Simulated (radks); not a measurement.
Effect of the nuclear size on neutral iron, [Ar] 3d6 4s2. Calculated with a radial shooting solver on a logarithmic mesh with Libxc functionals: Dirac Kohn-Sham, BLYP, spin-unpolarised, spherical densities, finite nucleus; open shells are shared between the two j in proportion to 2j + 1; Fermi nuclear charge, rms radius 3.7377 fm. The rms radius is varied about that value; shifts are against it.

rms radius (fm)  total energy shift (eV)  density at nucleus (e/bohr^3)  1s1/2 shift (meV)  2s1/2 shift (meV)  2p1/2 shift (meV)  3s1/2 shift (meV)
3.3153                           -0.0237                      1.518e+04              -10.0             -0.903              0.096             -0.126
3.3826                           -0.0201                      1.517e+04              -8.51             -0.766              0.082             -0.107
3.7377                                 0                      1.511e+04              0.000              0.000              0.000              0.000
3.9769                            0.0146                      1.507e+04               6.19              0.557             -0.059              0.078
4.3283                            0.0376                      1.501e+04               15.9               1.44             -0.153              0.201

Slopes of the eigenvalues against <r^2> in GHz/fm^2, as finite differences over the two radii next to the reference (eigenvalue slopes, not the field-shift constants of lines): 1s1/2 813, 2s1/2 73.1, 2p1/2 -7.80, 3s1/2 10.2.
